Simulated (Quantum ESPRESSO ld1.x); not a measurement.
Task: The mean radii <r> (bohr) of the occupied orbitals of an atom or ion are listed with their occupations. All-electron calculation, Dirac Kohn-Sham, PW91, spin-unpolarised, spherical densities, point nucleus. Program: ld1.x of Quantum ESPRESSO 7.5.

orbital      occ.      <r>
1s1/2           2  0.01709
2s1/2           2  0.06900
2p1/2    0.333333  0.05641
2p3/2    0.666667  0.06417

Name the element and its charge. Open shells, if any, are shared by 2j + 1.

Result: Z = 78, platinum, charge +73: Pt73+ in [He] 2s2 2p1. The 1s radius gives Z: for a bare nucleus <r> = (2 gamma + 1)/(2Z) with gamma = sqrt(1 - (Z/c)^2), 0.01695 bohr for Z = 78, and screening makes it slightly larger (0.01709 here). The occupations add up to 5, and the charge is Z minus that.
